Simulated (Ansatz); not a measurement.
Spectroscopic constants of NaS+, multiplicity 3 (lowest of 2S+1 = 1, 3, 5 at CCSD(T)/def2-TZVPP on PBE0 minima; our sources give no spin for the ground state, which may be another).

Seven points along R, fitted to fifth degree in 1/R; most abundant isotopes. In def2 and cc sets the state is the lowest found near the PBE0 minimum, followed along R.

Programs: Ansatz (an electronic-structure program) with Gaussian orbitals. 

```json
[
 {"level": "SVWN5/def2-TZVPP", "r_e (Å)": "2.800", "ω_e (cm⁻¹)": "185", "α_e (cm⁻¹)": "0.0022", "B_e (cm⁻¹)": "0.161"},
 {"level": "PBE/def2-TZVPP", "r_e (Å)": "2.868", "ω_e (cm⁻¹)": "173", "α_e (cm⁻¹)": "0.0021", "B_e (cm⁻¹)": "0.153"},
 {"level": "r2SCAN/def2-TZVPP", "r_e (Å)": "2.878", "ω_e (cm⁻¹)": "170", "α_e (cm⁻¹)": "0.0023", "B_e (cm⁻¹)": "0.152"},
 {"level": "B97M-V/def2-TZVPP", "r_e (Å)": "2.878", "ω_e (cm⁻¹)": "169", "α_e (cm⁻¹)": "0.0023", "B_e (cm⁻¹)": "0.152"},
 {"level": "B3LYP/def2-TZVPP", "r_e (Å)": "2.864", "ω_e (cm⁻¹)": "174", "α_e (cm⁻¹)": "0.0022", "B_e (cm⁻¹)": "0.154"},
 {"level": "PBE0/def2-TZVPP", "r_e (Å)": "2.857", "ω_e (cm⁻¹)": "175", "α_e (cm⁻¹)": "0.0022", "B_e (cm⁻¹)": "0.154"},
 {"level": "BHLYP/def2-TZVPP", "r_e (Å)": "2.841", "ω_e (cm⁻¹)": "180", "α_e (cm⁻¹)": "0.0023", "B_e (cm⁻¹)": "0.156"},
 {"level": "CAM-B3LYP/def2-TZVPP", "r_e (Å)": "2.833", "ω_e (cm⁻¹)": "181", "α_e (cm⁻¹)": "0.0023", "B_e (cm⁻¹)": "0.157"},
 {"level": "wB97X-V/def2-TZVPP", "r_e (Å)": "2.860", "ω_e (cm⁻¹)": "176", "α_e (cm⁻¹)": "0.0022", "B_e (cm⁻¹)": "0.154"},
 {"level": "wB97M-V/def2-TZVPP", "r_e (Å)": "2.861", "ω_e (cm⁻¹)": "174", "α_e (cm⁻¹)": "0.0022", "B_e (cm⁻¹)": "0.154"},
 {"level": "B2PLYP/def2-TZVPP", "r_e (Å)": "2.861", "ω_e (cm⁻¹)": "174", "α_e (cm⁻¹)": "0.0022", "B_e (cm⁻¹)": "0.154"},
 {"level": "CCSD/def2-TZVPP", "r_e (Å)": "2.889", "ω_e (cm⁻¹)": "167", "α_e (cm⁻¹)": "0.0022", "B_e (cm⁻¹)": "0.151"},
 {"level": "CCSD/def2-QZVPP", "r_e (Å)": "2.857", "ω_e (cm⁻¹)": "172", "α_e (cm⁻¹)": "0.0024", "B_e (cm⁻¹)": "0.154"},
 {"level": "CCSD(T)/def2-TZVPP", "r_e (Å)": "2.887", "ω_e (cm⁻¹)": "167", "α_e (cm⁻¹)": "0.0022", "B_e (cm⁻¹)": "0.151"},
 {"level": "CCSD(T)/def2-QZVPP", "r_e (Å)": "2.855", "ω_e (cm⁻¹)": "172", "α_e (cm⁻¹)": "0.0024", "B_e (cm⁻¹)": "0.155"}
]
```

Correlated levels freeze the inner cores; with def2 sets outer-core shells near the valence are correlated too.
